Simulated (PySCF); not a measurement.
**Tc²⁺ (technetium, charge +2) across methods**

[Kr] 4d4 5s1, high-spin 6D determinant (an excited configuration). All numbers are calculated (PySCF 2.14, a scalar-relativistic core potential, in aug-cc-pVTZ-PP with ECP28MDF).

```csv
method,E (hartree),mean ε 4p β (eV),mean ε 4d α (eV),mean ε 5s α (eV),Σ⟨r²⟩ (bohr²),⟨S²⟩
M06-2X,-79.2970,-68.250,-30.341,-22.469,31.62,8.750
TPSS,-79.3943,-63.764,-26.863,-20.697,31.68,8.751
LDA,-79.2145,-63.526,-26.842,-21.175,31.78,8.750
PBE,-79.4202,-63.543,-26.845,-20.864,31.68,8.750
UHF,-78.91323,-71.882,-33.617,-23.292,31.88,8.753
r2SCAN,-79.4581,-64.353,-27.372,-21.112,31.53,8.751
PBE0,-79.4114,-65.981,-28.724,-21.589,31.63,8.751
CAM-B3LYP,-79.3684,-67.460,-29.985,-22.743,31.66,8.751
```

**Question.** Estimate the same row for HSE06.

**Answer.** E (hartree) = -79.4103; mean ε 4p β (eV) = -65.566; mean ε 4d α (eV) = -28.294; mean ε 5s α (eV) = -21.229; Σ⟨r²⟩ (bohr²) = 31.65; ⟨S²⟩ = 8.751.

Energies and moments cover only the electrons outside the core potential.
